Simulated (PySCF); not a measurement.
C4H4, SMILES C=C=C=C.

Geometry: B3LYP-D3(BJ)/def2-SVP.

Two levels are set side by side: PBE/def2-TZVPD (PySCF) and HF/def2-TZVPD (PySCF). Same geometry, gas phase. Differences are taken from unrounded values.

| quantity | PBE |
|---|---|
| orbital gap (eV) | 3.57 |
| highest occupied level (eV) | -6.12 |
| lowest empty level (eV) | -2.55 |
| mean polarisability (bohr³) | 60.7 |

### Question
These are the PBE values. What does HF give? (Estimate from the structure and the level; the computed values follow.)

### Answer

```
quantity                        HF  PBE minus HF
---------------------------  -----  ------------
orbital gap (eV)             10.97         -7.40
highest occupied level (eV)  -9.13          3.01
lowest empty level (eV)       1.84         -4.39
mean polarisability (bohr³)   62.4          -1.7
```

Without exact exchange PBE keeps part of each electron's self-repulsion, which lifts occupied levels and narrows the gap. Differences between two approximate levels are no errors against the true value.

Rough cost on one machine, each run with all the roots and properties that it gave: HF against PBE about 1/3.
